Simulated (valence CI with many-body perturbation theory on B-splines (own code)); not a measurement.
## In⁴⁴⁺: electric-dipole lines

Calculated by relativistic CI+MBPT: three valence electrons over a frozen Dirac-Fock core [He], a basis of 11 s, 11 p, 10 d, 8 f, 5 g, 2 h functions for each j, with the one-electron correlation potential Σ1 (screened to all orders), the two-electron term Σ2, the three-electron term Σ3, Breit, model QED; selected single and double excitations, second order for the rest, scaled by the run's own slope (own B-spline code, finite nucleus).

The last digits are not significant, and no measured levels were compared; by estimate large intervals hold to a few tenths of a per cent, small ones and those within an open d or f shell to about a per cent.

Lines 1 to 50 of 521 in falling wavelength, among levels below 6052.9 eV, chosen from the strongest by gf and those to the six lowest levels. Wavelengths and rates use the calculated energies. Electric multipoles are in the length gauge, E1 and E2 with the static RPA response of the core. Weak lines are less certain than strong ones. Lines between different terms over intervals too small for the method are left out, as are lines whose strength nearly cancels. The highest levels of a list are the least certain.

Levels are named by their leading jj configuration (3d3/2^4 stands for four electrons in 3d with j = 3/2), which in mixed levels can hold well under half, so a name can repeat and another be missing. Letters in brackets count levels of one name in rising energy.

| λ vac (Å) | Upper | Lower | A (s⁻¹) | S (a.u.) with core polarisation | S without |
| --- | --- | --- | --- | --- | --- |
| 1060 | (2s 2p1/2 4f7/2) J=7/2 [a] | (2s 2p1/2 4d5/2) J=5/2 [a] | 8.71e+07 | 4.10e-01 | 4.10e-01 |
| 1034 | (2s 2p1/2 4f7/2) J=9/2 | (2s 2p1/2 4d5/2) J=7/2 | 9.70e+07 | 5.30e-01 | 5.30e-01 |
| 962.8 | (2s^2 4f7/2) J=7/2 | (2s^2 4d5/2) J=5/2 | 1.20e+08 | 4.23e-01 | 4.23e-01 |
| 753.3 | (2s 2p3/2 4f5/2) J=7/2 | (2s 2p3/2 4d3/2) J=5/2 | 1.77e+08 | 2.99e-01 | 2.99e-01 |
| 750.1 | (2s 2p3/2 4f5/2) J=9/2 | (2s 2p3/2 4d3/2) J=7/2 | 2.17e+08 | 4.52e-01 | 4.52e-01 |
| 747.3 | (2s 2p3/2 4f7/2) J=11/2 | (2s 2p3/2 4d5/2) J=9/2 | 2.59e+08 | 6.40e-01 | 6.40e-01 |
| 743.9 | (2p1/2^2 4f5/2) J=5/2 | (2p1/2^2 4d3/2) J=3/2 | 2.47e+08 | 3.01e-01 | 3.01e-01 |
| 714.5 | (2s^2 4f5/2) J=5/2 | (2s^2 4d3/2) J=3/2 | 2.73e+08 | 2.95e-01 | 2.95e-01 |
| 696.4 | (2s 2p1/2 4f5/2) J=5/2 [a] | (2s 2p1/2 4d3/2) J=3/2 [a] | 2.91e+08 | 2.91e-01 | 2.91e-01 |
| 675.3 | (2s 2p1/2 4f5/2) J=7/2 | (2s 2p1/2 4d3/2) J=5/2 | 3.03e+08 | 3.69e-01 | 3.69e-01 |
| 576.9 | (2s 2p3/2 4p1/2) J=3/2 [a] | (2s 2p3/2 4s) J=5/2 | 6.60e+08 | 2.50e-01 | 2.50e-01 |
| 569.4 | (2s 2p3/2 4d5/2) J=9/2 | (2s 2p3/2 4p3/2) J=7/2 | 9.07e+08 | 8.27e-01 | 8.27e-01 |
| 547.1 | (2s 2p3/2 4p1/2) J=5/2 | (2s 2p3/2 4s) J=5/2 | 5.40e+08 | 2.62e-01 | 2.62e-01 |
| 547.0 | (2s 2p1/2 4d5/2) J=7/2 | (2s 2p1/2 4p3/2) J=5/2 | 1.03e+09 | 6.65e-01 | 6.65e-01 |
| 540.3 | (2s 2p1/2 4d5/2) J=5/2 [a] | (2s 2p1/2 4p3/2) J=3/2 [a] | 9.94e+08 | 4.65e-01 | 4.65e-01 |
| 535.5 | (2p1/2^2 4d5/2) J=5/2 | (2p1/2^2 4p3/2) J=3/2 | 1.13e+09 | 5.13e-01 | 5.13e-01 |
| 519.1 | (2s^2 4d5/2) J=5/2 | (2s^2 4p3/2) J=3/2 | 1.18e+09 | 4.90e-01 | 4.90e-01 |
| 510.9 | (2s 2p3/2 4d5/2) J=7/2 | (2s 2p3/2 4p3/2) J=5/2 | 1.03e+09 | 5.44e-01 | 5.44e-01 |
| 507.6 | (2s 2p1/2 4d5/2) J=5/2 [b] | (2s 2p1/2 4p3/2) J=3/2 [b] | 1.13e+09 | 4.38e-01 | 4.38e-01 |
| 490.8 | (2s 2p3/2 4d5/2) J=5/2 | (2s 2p3/2 4p3/2) J=3/2 | 8.37e+08 | 2.93e-01 | 2.93e-01 |
| 487.6 | (2s 2p1/2 4d5/2) J=3/2 | (2s 2p1/2 4p3/2) J=1/2 | 1.14e+09 | 2.61e-01 | 2.61e-01 |
| 448.2 | (2s 2p3/2 4d5/2) J=3/2 | (2s 2p3/2 4p3/2) J=3/2 | 1.01e+09 | 1.80e-01 | 1.80e-01 |
| 305.9 | (2s 2p1/2 4d3/2) J=3/2 [b] | (2s 2p1/2 4p1/2) J=1/2 [b] | 2.54e+09 | 1.44e-01 | 1.44e-01 |
| 300.0 | (2s 2p1/2 4d3/2) J=1/2 | (2s 2p1/2 4p1/2) J=1/2 [b] | 4.48e+09 | 1.19e-01 | 1.19e-01 |
| 299.0 | (2s 2p3/2 4d3/2) J=5/2 | (2s 2p3/2 4p1/2) J=5/2 | 2.79e+09 | 2.21e-01 | 2.21e-01 |
| 290.8 | (2s 2p3/2 4d3/2) J=5/2 | (2s 2p3/2 4p1/2) J=3/2 [a] | 2.72e+09 | 1.98e-01 | 1.98e-01 |
| 290.4 | (2s 2p3/2 4d3/2) J=7/2 | (2s 2p3/2 4p1/2) J=5/2 | 4.86e+09 | 4.70e-01 | 4.70e-01 |
| 287.6 | (2p1/2^2 4d3/2) J=3/2 | (2p1/2^2 4p1/2) J=1/2 | 6.02e+09 | 2.83e-01 | 2.83e-01 |
| 285.5 | (2s 2p3/2 4p3/2) J=3/2 | (2s 2p3/2 4s) J=3/2 [a] | 5.41e+09 | 2.49e-01 | 2.49e-01 |
| 285.3 | (2s 2p1/2 4d3/2) J=3/2 [a] | (2s 2p1/2 4p1/2) J=1/2 [a] | 5.92e+09 | 2.72e-01 | 2.72e-01 |
| 283.5 | (2s 2p3/2 4d3/2) J=3/2 | (2s 2p3/2 4p1/2) J=3/2 [a] | 4.71e+09 | 2.12e-01 | 2.12e-01 |
| 283.2 | (2s^2 4d3/2) J=3/2 | (2s^2 4p1/2) J=1/2 | 6.01e+09 | 2.69e-01 | 2.69e-01 |
| 282.4 | (2s 2p1/2 4d3/2) J=5/2 | (2s 2p1/2 4p1/2) J=3/2 | 5.51e+09 | 3.67e-01 | 3.67e-01 |
| 279.4 | (2s 2p3/2 4d3/2) J=1/2 | (2s 2p3/2 4p1/2) J=3/2 [a] | 6.20e+09 | 1.34e-01 | 1.34e-01 |
| 276.3 | (2s 2p1/2 4p3/2) J=1/2 | (2s 2p1/2 4s) J=1/2 [b] | 6.88e+09 | 1.43e-01 | 1.43e-01 |
| 270.2 | (2s 2p1/2 4p3/2) J=3/2 [b] | (2s 2p1/2 4s) J=1/2 [b] | 4.99e+09 | 1.94e-01 | 1.94e-01 |
| 264.8 | (2s 2p3/2 4p3/2) J=7/2 | (2s 2p3/2 4s) J=5/2 | 8.93e+09 | 6.55e-01 | 6.55e-01 |
| 264.0 | (2s 2p3/2 4p3/2) J=5/2 | (2s 2p3/2 4s) J=3/2 [a] | 4.85e+09 | 2.64e-01 | 2.64e-01 |
| 263.3 | (2s 2p1/2 4d3/2) J=3/2 [b] | (2s 2p1/2 4p1/2) J=3/2 | 3.38e+09 | 1.22e-01 | 1.22e-01 |
| 260.2 | (2p1/2^2 4p3/2) J=3/2 | (2p1/2^2 4s) J=1/2 | 9.87e+09 | 3.43e-01 | 3.43e-01 |
| 255.2 | (2s^2 4p3/2) J=3/2 | (2s^2 4s) J=1/2 | 9.80e+09 | 3.22e-01 | 3.22e-01 |
| 254.2 | (2s 2p1/2 4p3/2) J=3/2 [a] | (2s 2p1/2 4s) J=1/2 [a] | 9.92e+09 | 3.22e-01 | 3.22e-01 |
| 253.1 | (2s 2p3/2 4p3/2) J=1/2 | (2s 2p3/2 4s) J=3/2 [a] | 1.02e+10 | 1.64e-01 | 1.64e-01 |
| 251.9 | (2s 2p1/2 4p3/2) J=5/2 | (2s 2p1/2 4s) J=3/2 | 1.06e+10 | 5.03e-01 | 5.03e-01 |
| 246.6 | (2s 2p1/2 4p3/2) J=3/2 [b] | (2s 2p1/2 4s) J=3/2 | 4.48e+09 | 1.33e-01 | 1.33e-01 |
| 236.6 | (2s 2p3/2 4p3/2) J=5/2 | (2s 2p3/2 4s) J=5/2 | 6.04e+09 | 2.37e-01 | 2.37e-01 |
| 232.3 | (2s 2p3/2 3d5/2) J=9/2 | (2s 2p3/2 3p3/2) J=7/2 | 3.01e+09 | 1.86e-01 | 1.86e-01 |
| 229.9 | (2p1/2 2p3/2 3d5/2) J=9/2 | (2p1/2 2p3/2 3p3/2) J=7/2 | 3.60e+09 | 2.16e-01 | 2.16e-01 |
| 228.8 | (2p3/2^2 3d5/2) J=7/2 | (2p3/2^2 3p3/2) J=5/2 | 2.78e+09 | 1.31e-01 | 1.31e-01 |
| 226.5 | (2p3/2^2 3d5/2) J=9/2 | (2p3/2^2 3p3/2) J=7/2 | 3.52e+09 | 2.02e-01 | 2.02e-01 |
